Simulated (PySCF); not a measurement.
Molfile (atoms numbered from 1):
```
C9H20OSi
     RDKit          3D

 31 31  0  0  0  0  0  0  0  0999 V2000
    2.4264    0.3151   -1.6644 C   0  0  0  0  0  0  0  0  0  0  0  0
    2.1761   -0.2607    0.1060 Si  0  0  0  0  0  4  0  0  0  0  0  0
    3.2547   -1.7352    0.4926 C   0  0  0  0  0  0  0  0  0  0  0  0
    2.5080    1.1567    1.2925 C   0  0  0  0  0  0  0  0  0  0  0  0
    0.6023   -0.8058    0.3092 O   0  0  0  0  0  0  0  0  0  0  0  0
   -0.5463   -0.0313    0.0649 C   0  0  0  0  0  0  0  0  0  0  0  0
   -1.4192   -0.0045    1.3126 C   0  0  0  0  0  0  0  0  0  0  0  0
   -2.7276    0.7408    1.0745 C   0  0  0  0  0  0  0  0  0  0  0  0
   -3.4874    0.1646   -0.1161 C   0  0  0  0  0  0  0  0  0  0  0  0
   -2.6175    0.1499   -1.3691 C   0  0  0  0  0  0  0  0  0  0  0  0
   -1.3093   -0.5948   -1.1277 C   0  0  0  0  0  0  0  0  0  0  0  0
    1.7583    1.1539   -1.9167 H   0  0  0  0  0  0  0  0  0  0  0  0
    2.2243   -0.5040   -2.3723 H   0  0  0  0  0  0  0  0  0  0  0  0
    3.4622    0.6553   -1.8256 H   0  0  0  0  0  0  0  0  0  0  0  0
    4.3229   -1.4861    0.3935 H   0  0  0  0  0  0  0  0  0  0  0  0
    3.0787   -2.0854    1.5215 H   0  0  0  0  0  0  0  0  0  0  0  0
    3.0315   -2.5687   -0.1911 H   0  0  0  0  0  0  0  0  0  0  0  0
    1.8364    2.0081    1.0974 H   0  0  0  0  0  0  0  0  0  0  0  0
    2.3508    0.8354    2.3341 H   0  0  0  0  0  0  0  0  0  0  0  0
    3.5435    1.5218    1.1999 H   0  0  0  0  0  0  0  0  0  0  0  0
   -0.2686    1.0185   -0.1756 H   0  0  0  0  0  0  0  0  0  0  0  0
   -1.6208   -1.0520    1.5977 H   0  0  0  0  0  0  0  0  0  0  0  0
   -0.8494    0.4437    2.1426 H   0  0  0  0  0  0  0  0  0  0  0  0
   -2.5108    1.8076    0.8822 H   0  0  0  0  0  0  0  0  0  0  0  0
   -3.3511    0.7144    1.9825 H   0  0  0  0  0  0  0  0  0  0  0  0
   -3.7993   -0.8690    0.1194 H   0  0  0  0  0  0  0  0  0  0  0  0
   -4.4126    0.7358   -0.2958 H   0  0  0  0  0  0  0  0  0  0  0  0
   -2.3965    1.1911   -1.6680 H   0  0  0  0  0  0  0  0  0  0  0  0
   -3.1614   -0.3017   -2.2142 H   0  0  0  0  0  0  0  0  0  0  0  0
   -1.5084   -1.6606   -0.9192 H   0  0  0  0  0  0  0  0  0  0  0  0
   -0.6629   -0.5632   -2.0198 H   0  0  0  0  0  0  0  0  0  0  0  0
  1  2  1  0
  2  3  1  0
  2  4  1  0
  2  5  1  0
  5  6  1  0
  6  7  1  0
  7  8  1  0
  8  9  1  0
  9 10  1  0
 10 11  1  0
 11  6  1  0
  1 12  1  0
  1 13  1  0
  1 14  1  0
  3 15  1  0
  3 16  1  0
  3 17  1  0
  4 18  1  0
  4 19  1  0
  4 20  1  0
  6 21  1  0
  7 22  1  0
  7 23  1  0
  8 24  1  0
  8 25  1  0
  9 26  1  0
  9 27  1  0
 10 28  1  0
 10 29  1  0
 11 30  1  0
 11 31  1  0
M  END
```

Geometry: PBE0-D3(BJ)/def2-SVP; GIAO shifts from PySCF 2.14.0 with density-fitted response routines, gas phase, non-relativistic, averaged over equivalent atoms.

At PBE0/pcSseg-1 (294 basis functions):
```csv
atoms,δ (ppm)
C6,71.5
C7/C11,38.6
C9,27.7
C8/C10,27.3
C1/C3/C4,-0.7
Si2,20.2
O5,80.1
H21,3.01
H23/H31,1.65
H25/H29,1.60
H27,1.43
H22/H30,1.16
H24/H28,1.12
H26,0.99
H12/H13/H14/H15/H16/H17/H18/H19/H20,0.06
```

Chemical shifts δ = σref − σ; 13C (σref 184.41), 29Si (σref 351.99), 1H (σref 31.27) against TMS; 17O (σref 334.56) against H2O, all at this level.

Q: Estimate the result of repeating the calculation with B3LYP/pcSseg-1.

A: 
| atoms | δ at B3LYP/pcSseg-1 | change |
| --- | --- | --- |
| C6 | 73.4 | +1.9 |
| C7/C11 | 40.5 | +1.9 |
| C9 | 29.4 | +1.7 |
| C8/C10 | 28.8 | +1.5 |
| C1/C3/C4 | -0.9 | -0.2 |
| Si2 | 16.9 | -3.3 |
| O5 | 85.8 | +5.7 |
| H21 | 3.03 | +0.02 |
| H23/H31 | 1.68 | +0.03 |
| H25/H29 | 1.63 | +0.03 |
| H27 | 1.46 | +0.03 |
| H22/H30 | 1.17 | +0.01 |
| H24/H28 | 1.15 | +0.03 |
| H26 | 1.02 | +0.03 |
| H12/H13/H14/H15/H16/H17/H18/H19/H20 | 0.04 | -0.02 |

δ = σ(ref) − σ, references computed at the same level: TMS for 13C (σ = 179.24 ppm), 29Si (σ = 337.86 ppm), 1H (σ = 31.38 ppm); 17O (σ = 334.04 ppm) vs H2O.

The largest change is at O5 (oxygen bonded to C, Si). Cost: 294 basis functions. The order of the carbon signals is the same at both levels.

Experimental scales use liquid or dissolved standards, which lie at an offset from isolated H2O (liquid H2O: subtract about 36 ppm).
